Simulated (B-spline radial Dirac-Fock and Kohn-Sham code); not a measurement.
# Photoemission from Fe at 11100 eV, detector at θ = 60°, φ = 180°

System: neutral iron, configuration [Ar] 3d6 4s2. Level of theory: Dirac-Hartree-Slater photoionisation with a Latter tail; cross sections with all multipoles, angular parameters from the dipole term and its interference with E2; an atomic code on a B-spline grid. Thresholds are tabulated edges, those marked * orbital energies of the model. For linearly polarised light dσ/dΩ = σ/(4π) [1 + β P₂(cos θ) + (δ + γ cos²θ) sin θ cos φ], with θ from the polarisation vector and φ the angle between the beam and the projection of the electron momentum on the plane normal to the polarisation. The dipole factor is 1 + βP₂ and the non-dipole term is the rest of the bracket. Open shells are filled statistically over j.

Input file task.json (cfg lists n, l and occupation; rrms is the nuclear radius in fm):

```json
{"items": [{
  "Z": 26,
  "q": 0,
  "cfg": [[1, 0, 2], [2, 0, 2], [2, 1, 6], [3, 0, 2], [3, 1, 6], [3, 2, 6], [4, 0, 2]],
  "A": 56,
  "rrms": 3.7377,
  "do": "xps",
  "hv": [52.5, 53.7, 60, 150, 151.0, 159.0, 200, 207.0, 342.0, 388.0, 400, 600, 795.0, 800, 841.0, 899.0, 1060.0, 1360.0, 1640.0, 2460.0, 2500.0, 2984.4, 3710.0, 3870.0, 4000, 4400.0, 4770.0, 5340.0, 11100.0, 14100.0],
  "edges": {"K": 7112.0, "L1": 844.6, "L2": 719.9, "L3": 706.8, "M1": 91.3}
}]}
```

Launch: `python xray2_run.py task.json out`

| subshell | threshold (eV) | σ (kb) | β | γ | δ | dipole factor | non-dipole term | dσ/dΩ (kb/sr) |
| --- | --- | --- | --- | --- | --- | --- | --- | --- |
| 1s | 7112.0 | 10.6 | 2.00 | 1.16 | 0.000 | 0.750 | -0.250 | 0.423 |
| 2s | 844.6 | 0.781 | 2.00 | 1.70 | 0.000 | 0.750 | -0.369 | 0.0237 |
| 2p1/2 | 719.9 | 0.139 | 0.70 | 1.47 | 0.237 | 0.912 | -0.523 | 0.00432 |
| 2p3/2 | 706.8 | 0.256 | 0.68 | 1.45 | 0.239 | 0.915 | -0.520 | 0.00802 |
| 3s | 91.30 | 0.112 | 2.00 | 1.76 | 0.000 | 0.750 | -0.380 | 0.00328 |
| 3p1/2 | 67.22* | 0.0182 | 0.66 | 1.44 | 0.238 | 0.917 | -0.517 | 0.000580 |
| 3p3/2 | 65.60* | 0.0334 | 0.64 | 1.42 | 0.240 | 0.920 | -0.514 | 0.00108 |
| 3d3/2 | 12.10* | 0.000258 | 0.27 | 0.95 | 0.578 | 0.966 | -0.708 | 5.30e-06 |
| 3d5/2 | 11.92* | 0.000367 | 0.28 | 0.97 | 0.580 | 0.965 | -0.712 | 7.39e-06 |
| 4s | 7.23* | 0.00692 | 2.00 | 1.76 | 0.000 | 0.750 | -0.382 | 0.000203 |

Values without a named source are computed, but for edge energies of neutral atoms, which are taken from tables.
